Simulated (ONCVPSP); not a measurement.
# Building the ONCV potential for Cr (PBE, scalar-relativistic).

chromium, optimised norm-conserving Vanderbilt (ONCV), made with ONCVPSP 4.0.1 (PBE, scalar-relativistic). Core [Ne], reference 3s2 3p6 3d5 (charge +1). Waves: 3s: rc 0.85 bohr, ncon 5, nbas 9, qcut 9 1/bohr, 2 projectors, debl 0.7 Ha; 3p: rc 1.30 bohr, ncon 3, nbas 7, qcut 9.8 1/bohr, 2 projectors, debl 2.6 Ha; 3d: rc 2.20 bohr, ncon 5, nbas 10, qcut 7 1/bohr, 2 projectors, debl 2.2 Ha. Local part: polynomial inside 0.65 bohr (lpopt 5, dvloc0 -1 Ha). Core correction: Teter function, fcfact 2.5, rcfact 1.65.

In the s channel the program set the typed energies aside and used -2.976, 0.250 Ha.

- Cutoffs needed: 65 Ha and 207 Ha (the cutoffs (Ha) at which the residual kinetic energy of the hardest occupied pseudo-wave falls to 1 and 0.1 mHa per electron)
- Ghost test: no bound ghost flagged; GHOST(+) flagged for s at 277.2 eV
- Largest excitation error: +561 meV (all-electron minus pseudo) for 3s2 3p6 3d3, out of 4 test configurations
- rms error of d²Exc/dni dnj: 2.37 mHa without and 1.89 mHa with the model core
